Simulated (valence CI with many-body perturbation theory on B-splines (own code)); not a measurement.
As⁹⁺ in brief

Level of theory: configuration interaction combined with many-body perturbation theory (CI+MBPT): six valence electrons over a frozen Dirac-Fock core [Ar], a basis of 7 s, 7 p, 8 d, 6 f, 4 g, 1 h functions for each j, with the one-electron correlation potential Σ1, the two-electron term Σ2, the three-electron term Σ3, Breit, model QED; selected CI, second order for the rest, scaled by the run's own slope (own B-spline code, finite nucleus).

No measured levels were compared; by estimate terms of the open shell hold to 2 to 4 % of their energy, and close levels can change places. Core correlation moves these levels by up to 5000 cm⁻¹, and in measured spectra 5 to 20 % of such shifts remained as error; rates that hang on mixing are uncertain with them. Among the levels kept, up to 1300 cm⁻¹ of a level comes from second order outside the variational space, and about a tenth of that is noise between levels of different J, which matters for small intervals. The list stops below the first excitations out of the core. Only levels of the ground parity were solved; by the run's estimate the other parity begins above the list, which can be wrong where configurations are misplaced.

Names give the largest LS component (configuration and term), which can be under half, so a name can repeat, a term be missing and a line seem to break the LS rules; names also repeat where a configuration has a term twice.

Rates and lifetimes use the calculated energies. Strong lines usually hold to 10 to 20 %, long lifetimes can be off by a factor of two.

Problem. What is the ground level?

Solution. 3d⁶ ⁵D_4, composition 98 % 3d⁶ ⁵D + 1 % 3d⁶ ³F, g = 1.497.

Problem. What is the ionisation energy?

Solution. 247.31 eV; NIST lists 247 ± 2.2 eV (theoretical).

Problem. How well does LS coupling describe the low levels?

Solution. Among the lowest 20 levels the leading LS term, summed over configurations, holds 90 % on average. For single configurations the figures are 90 % in LS and 57 % in jj coupling. Terms mix most in the J = 4 level at 42439 cm⁻¹, where the leading one holds 54 %.

Problem. How is the term ⁵D of the ground level split?

Solution. J = 4 at 0.0, J = 3 at 3133, J = 2 at 4987, J = 1 at 6194, J = 0 at 6780 cm⁻¹.

Problem. Name the longest-lived excited levels whose lifetime is computed, and their main decay.

Solution. 3d⁶ ³H_6 at 41656 cm⁻¹ lives 13800 s, mostly by E2 to 3d⁶ ⁵D_4.
